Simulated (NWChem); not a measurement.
System: CF₂InNO; SMILES [N](=C=O)[In]([F])[F]

```xyz
6

In     0.0054     0.5412     0.0000
F     -1.8778     1.0047     0.0000
F      1.2901     1.9872     0.0000
N      0.6369    -1.3593     0.0000
C      0.2236    -2.4973     0.0000
O     -0.0967    -3.6182     0.0000
```
Atoms are numbered in this order, from 1.

Computed with NWChem. Medium grid unless said otherwise, to which SCAN and Minnesota functionals are sensitive. The geometry was optimised at PBE0/def2-SVP. def2 effective core potentials on In; no spin-orbit coupling. Total energies of different functionals are on different scales.

```json
[
 {"level": "B3LYP/def2-SVP", "energy (Ha)": "-557.7380", "highest occupied level (eV)": "-8.77", "orbital gap (eV)": "5.42", "dipole (D)": "0.24", "relative time": "1"},
 {"level": "PBE/def2-SVP", "energy (Ha)": "-557.3184", "highest occupied level (eV)": "-7.59", "orbital gap (eV)": "3.68", "dipole (D)": "0.20", "relative time": "1"},
 {"level": "OLYP/def2-SVP", "energy (Ha)": "-557.8079", "highest occupied level (eV)": "-7.44", "orbital gap (eV)": "3.74", "dipole (D)": "0.22", "relative time": "1"},
 {"level": "B97-D/def2-SVP", "energy (Ha)": "-557.8552", "highest occupied level (eV)": "-7.62", "orbital gap (eV)": "3.70", "dipole (D)": "0.22", "relative time": "2"},
 {"level": "PBE0/def2-SVP", "energy (Ha)": "-557.3030", "highest occupied level (eV)": "-9.09", "orbital gap (eV)": "6.05", "dipole (D)": "0.23", "relative time": "1"},
 {"level": "LC-wPBE (HJS exchange hole, range parameter 0.4 per bohr)/def2-SVP", "energy (Ha)": "-557.4579", "highest occupied level (eV)": "-11.76", "orbital gap (eV)": "11.19", "dipole (D)": "0.22", "relative time": "6"},
 {"level": "Hartree-Fock/def2-SVP", "energy (Ha)": "-555.0445", "highest occupied level (eV)": "-12.61", "orbital gap (eV)": "13.04", "dipole (D)": "0.29", "relative time": "1"},
 {"level": "PW91/def2-SVP", "energy (Ha)": "-557.6596", "highest occupied level (eV)": "-7.65", "orbital gap (eV)": "3.64", "dipole (D)": "0.20", "relative time": "2"},
 {"level": "SCAN/def2-SVP", "energy (Ha)": "-557.6140", "highest occupied level (eV)": "-8.02", "orbital gap (eV)": "4.19", "dipole (D)": "0.25", "relative time": "2"}
]
```

Relative times are rough (shared machine, one core).
